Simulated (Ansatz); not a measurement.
Program: Ansatz. Geometries: PBE0-D4/def2-TZVP. ΔE: electronic, gas phase. CCSD(T)/CBS adds triple-zeta CCSD(T) − MP2 to the extrapolated MP2 energy (def2 sets, frozen cores). Double bonds are as drawn, so ΔE can hold a change between cis and trans. Functionals use def2-TZVPP. Elements past krypton have def2 core potentials. For Sn outer-core shells are correlated without core-valence functions, which leaves a few kJ/mol of doubt a bond.

Consider the formal exchange of groups at the Si–B bond: `C[B]([SiH3])[SnH3]` + `C/C=C(/C)F` → `C/C=C(\F)[SiH3]` + `C[B](C)[SnH3]`.

`C[B]([SiH3])[SnH3]`:

Z-matrix (Å, degrees):
```
C
B 1 1.551
H 1 1.093 2 115.5
H 1 1.092 2 116.4 3 131.7
H 1 1.107 2 102.1 3 -113.7
Si 2 2.013 1 122.3 3 23.7
Sn 2 2.263 1 120.0 3 -158.5
H 6 1.495 2 105.8 1 -102.2
H 6 1.490 2 112.6 1 140.8
H 6 1.492 2 114.4 1 16.3
H 7 1.713 2 110.0 1 -97.3
H 7 1.711 2 112.7 1 144.0
H 7 1.714 2 112.7 1 22.1
```

`C/C=C(/C)F`:

Cartesian coordinates in Å:
```
C -1.082 1.436 -0.766
C -0.052 0.377 -0.588
C 0.103 -0.372 0.493
C 1.100 -1.438 0.740
F -0.719 -0.199 1.553
H -1.725 1.217 -1.624
H -1.714 1.530 0.117
H -0.617 2.408 -0.958
H 0.640 0.188 -1.402
H 1.751 -1.561 -0.124
H 0.601 -2.390 0.945
H 1.713 -1.196 1.613
```

`C/C=C(\F)[SiH3]`:

Cartesian coordinates in Å:
```
C -0.147 -1.229 -1.699
C -0.443 -0.392 -0.505
C 0.454 0.218 0.261
F 1.775 0.093 -0.036
Si 0.098 1.272 1.764
H 0.924 -1.301 -1.883
H -0.626 -0.812 -2.590
H -0.546 -2.239 -1.569
H -1.482 -0.256 -0.220
H -1.375 1.307 1.946
H 0.748 0.690 2.966
H 0.621 2.648 1.564
```

`C[B](C)[SnH3]`:

Z-matrix (Å, degrees):
```
C
B 1 1.557
H 1 1.103 2 104.6
H 1 1.094 2 114.0 3 -115.6
H 1 1.092 2 115.8 3 115.7
C 2 1.556 1 121.5 3 94.9
Sn 2 2.271 1 118.9 3 -85.1
H 6 1.092 2 115.4 1 -147.5
H 6 1.094 2 114.3 1 -18.6
H 6 1.103 2 104.6 1 97.4
H 7 1.715 2 112.0 1 -60.0
H 7 1.715 2 111.8 1 58.5
H 7 1.714 2 113.6 1 179.0
```

```tsv
species	B2PLYP energy (Eh)
`C[B]([SiH3])[SnH3]`	-571.73081
`C/C=C(/C)F`	-256.36685
`C/C=C(\F)[SiH3]`	-507.64726
`C[B](C)[SnH3]`	-320.46555
```

(1) Work out ΔE.

Largest T1 diagnostic among the species: 0.014.

Results:

(1) ΔE = (-507.64726) + (-320.46555) − (-571.73081) − (-256.36685) = -0.01515 Eh = -39.8 kJ/mol. CCSD(T)/CBS gives -37.4 kJ/mol.
